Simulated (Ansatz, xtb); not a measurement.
C6H6F2O: 4 structures ranked

4 gas-phase structures of C6H6F2O, from a drawn sample of its isomers (lower ones may exist). Each was relaxed with GFN2-xTB; where two conformers were screened, the lower at r2SCAN-D4/def2-SVP is listed:

A. `C#C[C@@H](C)C(O)=C(F)F`, a singlet
B. `C#C/C(C)=C(\O)C(F)F`, a singlet
C. `C#C/C(C)=C(/O)C(F)F`, a singlet
D. `C#C[C@@H](C)C(=O)C(F)F`, a singlet

Problem. Make a reasoned guess at their ranking by r2SCAN-D4/def2-SVP single-point energy.

Solution. Calculated order at r2SCAN-D4/def2-SVP: B (0.0), C (1.1), D (6.3), A (66.3) kJ/mol. Less than 1 kcal/mol parts B and C, so the order within that pair means little. CCSD(T)/def2-SVP + ΔMP2/def2-TZVPP after further relaxation puts D lowest instead.

Energies above the lowest of each column, in kJ/mol; the last columns are at PBE-D3(BJ)/def2-SVP geometries:

```tsv
structure	GFN2-xTB	HF/STO-3G	r2SCAN-D4/def2-SVP	PBE-D3(BJ)/def2-SVP	CCSD(T)/def2-SVP + ΔMP2/def2-TZVPP
B	0.0	31.9	0.0	0.0	5.8
C	6.7	41.0	1.1	1.0	3.9
D	19.0	0.0	6.3	7.5	0.0
A	27.7	43.5	66.3	63.3	64.8
```

CCSD(T)/def2-SVP + ΔMP2/def2-TZVPP puts D lowest, with C within 1 kcal/mol; GFN2-xTB picks B, r2SCAN-D4/def2-SVP picks B, PBE-D3(BJ)/def2-SVP picks B. CCSD(T)/def2-SVP + ΔMP2/def2-TZVPP orders those it was run on as D (0.0), C (3.9), B (5.8), A (64.8) kJ/mol. Less than 1 kcal/mol parts D and C; C and B, so the order within those pairs means little. Flexible structures stand in one conformer each, not always the lowest. The ΔMP2 step shifts differences by up to 14.6 kJ/mol, which makes them less sure. ΔMP2 is the change of the MP2 energy from the smaller to the larger basis.

Over these structures GFN2-xTB departs from r2SCAN-D4/def2-SVP by 16.8 kJ/mol on average once a common shift is removed. A GFN2-xTB relaxation took about 0.15 s and the r2SCAN-D4/def2-SVP energy about 6.8 s on a shared host (Ansatz 0.2.0, xtb 6.7.1).
